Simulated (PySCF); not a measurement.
## TDDFT excited states: C4H8SSi

Compound: C₄H₈SSi.
InChI=1S/C4H8SSi/c1-2-3-4-5-6/h4H2,1,6H3

The calculation used TDDFT PBE0/def2-SVPD, vertical, gas phase, core orbitals frozen in the response in PySCF. Isolated species at its GFN2-xTB geometry (one conformer only). Torsions of this conformer, `[CH3:1][C:2]#[C:3][CH2:4][S:5][SiH3:6]`: C3–C4–S5–Si6 64°.

```json
{"state": "S1", "E (eV)": "5.41", "ν̃ (cm⁻¹)": "43650", "f": "0.0020", "|μ| (D)": "0.31", "main configurations (H = HOMO, L = LUMO)": "H→L+1 (58%), H→L (37%)"}
{"state": "S2", "E (eV)": "5.64", "ν̃ (cm⁻¹)": "45510", "f": "0.031", "|μ| (D)": "1.20", "main configurations (H = HOMO, L = LUMO)": "H→L (59%), H→L+1 (38%)"}
{"state": "S3", "E (eV)": "6.01", "ν̃ (cm⁻¹)": "48470", "f": "0.0017", "|μ| (D)": "0.27", "main configurations (H = HOMO, L = LUMO)": "H-1→L (48%), H-2→L (29%)"}
{"state": "S4", "E (eV)": "6.31", "ν̃ (cm⁻¹)": "50890", "f": "0.0047", "|μ| (D)": "0.44", "main configurations (H = HOMO, L = LUMO)": "H→L+2 (69%)"}
{"state": "S5", "E (eV)": "6.36", "ν̃ (cm⁻¹)": "51300", "f": "0.042", "|μ| (D)": "1.31", "main configurations (H = HOMO, L = LUMO)": "H-2→L+1 (28%), H-1→L (21%), H-2→L (16%)"}
{"state": "S6", "E (eV)": "6.42", "ν̃ (cm⁻¹)": "51800", "f": "0.012", "|μ| (D)": "0.71", "main configurations (H = HOMO, L = LUMO)": "H-1→L+1 (42%), H→L+3 (18%), H→L+2 (12%)"}
{"state": "S7", "E (eV)": "6.57", "ν̃ (cm⁻¹)": "52970", "f": "0.015", "|μ| (D)": "0.78", "main configurations (H = HOMO, L = LUMO)": "H→L+3 (47%), H-1→L+1 (36%)"}
{"state": "S8", "E (eV)": "6.66", "ν̃ (cm⁻¹)": "53690", "f": "0.025", "|μ| (D)": "1.00", "main configurations (H = HOMO, L = LUMO)": "H-2→L+1 (48%), H-2→L (20%), H→L+3 (10%)"}
```

Triplets (Tamm–Dancoff): T1 4.81 eV, H→L (63%), H→L+1 (23%); T2 5.18 eV, H→L+1 (24%), H-1→L (19%), H-2→L (19%); T3 5.33 eV, H→L+1 (44%), H→L (31%), H-1→L (10%).

The lowest singlet comes at 229 nm (522 kJ/mol) in the ultraviolet; it is very weak; its leading configuration is HOMO→LUMO+1 (58%). The most intense listed level is S5 at 6.36 eV (195 nm, f = 0.042), 0.95 eV above S1. Löwdin shares by element: HOMO sulfur 66%, carbon 13% or more, silicon 8%; LUMO sulfur 30%, carbon 24% or more, silicon 17% (atoms not listed hold the other 29%). Weighted by f, the mean energy of these states is 6.26 eV. The oscillator strengths of these states sum to 0.133; summed over the whole spectrum of an exact calculation they would give the number of electrons, 62 (Thomas–Reiche–Kuhn). Of the 8 states listed, 5 reach f = 0.01 and none stays under 0.0005. No computed singlet lies in the visible range (380 to 750 nm); the lowest, at 229 nm, stands 2.15 eV above its violet end (3.26 eV). The window holds the lowest 8 singlets.
